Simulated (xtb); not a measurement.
Sn(H)3(SiH3) (H6SiSn), SMILES [SiH3][SnH3]. All values are semi-empirical tight-binding results from xtb (GFN2-xTB unless named), good for trends rather than for accurate numbers. The structure is a stationary point at GFN2-xTB.

Optimised geometry:

```xyz
8

Sn     0.0000     0.0000    -0.5985
Si     0.0000     0.0000     1.9136
H     -0.3568    -1.4596    -1.3327
H      1.4424     0.4208    -1.3327
H     -1.0856     1.0388    -1.3327
H     -1.3727    -0.1308     2.3778
H      0.5731     1.2542     2.3778
H      0.7996    -1.1234     2.3778
```

For metal compounds this method's bond lengths and energies can be far off.

### Question
Estimate the properties. (The exact figures need the calculation; the answer reports its results.)

### Answer

```json
{
  "point_group_as_xtb_finds_it": "C3",
  "orbital_gap": "4.76 eV",
  "zero_point_energy": "26.5 kcal/mol",
  "G − E(el) at 298.15 K (modified RRHO)": "8.6 kcal/mol"
}
```

Computed atomic charges and the Wiberg bond orders between heavy atoms:
charges (e) Sn1 -0.05, Si2 0.45, H3 -0.04, H4 -0.04, H5 -0.04, H6 -0.09, H7 -0.09, H8 -0.09. Bond orders Sn1–Si2 0.56.
